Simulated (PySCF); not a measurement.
C4H7F, SMILES C=C[C@H](C)F. Coordinates come from a PBE0-D3(BJ)/def2-SVP optimisation. Other conformers were not sampled.

The numbers are results of PBE0-D3(BJ)/def2-SVP (PySCF), not measurements.

Harmonic wavenumbers (cm⁻¹): 119, 242, 275, 343, 435, 595, 687, 831, 945, 956, 1017, 1027, 1071, 1136, 1197, 1293, 1340, 1373, 1392, 1418, 1455, 1470, 1748, 3032, 3065, 3169, 3171, 3173, 3185, 3281. Rotational constants (GHz): 8.161, 4.070, 3.059; symmetry number 1.

Task: Work out the zero-point energy and the ideal-gas rigid-rotor harmonic-oscillator thermochemistry at 298.15 K and 1 atm.

Result: ZPE = ½ Σ hcν = ½ × 44440 cm⁻¹ = 63.53 kcal/mol. H − E(el) = 67.74 kcal/mol. Entropy in cal/(mol K): translation 38.82, rotation 25.56, vibration 10.17, total 74.55. G − E(el) = 45.51 kcal/mol. Cp = 22.01 cal/(mol K). Modes under 150 cm⁻¹ make the vibrational entropy uncertain.
